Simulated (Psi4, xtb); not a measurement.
Two rigid molecules brought together: CO ··· H2S (SMILES [C-]#[O+] and S). Monomers: optimised at B3LYP-D3(BJ) (def2-TZVP), held rigid. Orientation: lowest of the rigid-body minima from ten starts at GFN2-xTB. The monomers approach along the line of their centres of mass (distance R); nothing else relaxes.

Geometry at R = 2.93 Å (first 2 atoms: monomer A):
```
5

C      0.5625     0.0000     0.0000
O     -0.5625     0.0000     0.0000
S      1.4734    -2.0426    -1.4097
H      2.3402    -1.1185    -1.8539
H      2.2037    -2.2855    -0.3097
```

Computed with: SCS-MP2/aug-cc-pVTZ = DF-SCS-MP2/aug-cc-pVTZ, frozen core, counterpoise-corrected in Psi4; MP2/aug-cc-pVTZ = DF-MP2/aug-cc-pVTZ, frozen core, counterpoise-corrected (Psi4); GFN1-xTB (xtb); revPBE/def2-TZVP, counterpoise-corrected (Psi4); SAPT0/jun-cc-pVDZ, frozen core (Psi4).

Interaction energies in kcal/mol (negative: bound); R is the distance of the centres of mass, d the C1···S3 distance.

```tsv
R / Å	d / Å	SCS-MP2/aug-cc-pVTZ	MP2/aug-cc-pVTZ	GFN1-xTB	revPBE/def2-TZVP	SAPT0/jun-cc-pVDZ
2.52	2.25	29.84	27.69	1.66	24.60	25.94
2.75	2.47	15.98	14.50	-1.74	13.36	14.13
2.93	2.64	9.42	8.32	-2.06	8.17	8.36
3.16	2.87	4.49	3.74	-1.57	4.28	3.92
3.30	3.01	2.71	2.11	-1.20	2.85	2.30
3.60	3.30	0.69	0.32	-0.61	1.14	0.46
3.89	3.59	-0.05	-0.28	-0.34	0.40	-0.18
4.41	4.10	-0.30	-0.41	-0.17	-0.04	-0.35
5.13	4.81	-0.19	-0.23	-0.07	-0.12	-0.22
6.12	5.80	-0.08	-0.09	-0.01	-0.05	-0.09
7.40	7.07	-0.03	-0.03	0.01	-0.02	-0.03
```

Lowest grid point: SCS-MP2/aug-cc-pVTZ -0.30 kcal/mol at R = 4.41 Å; MP2/aug-cc-pVTZ -0.41 kcal/mol at R = 4.41 Å; GFN1-xTB -2.06 kcal/mol at R = 2.93 Å; revPBE/def2-TZVP -0.12 kcal/mol at R = 5.13 Å; SAPT0/jun-cc-pVDZ -0.35 kcal/mol at R = 4.41 Å.
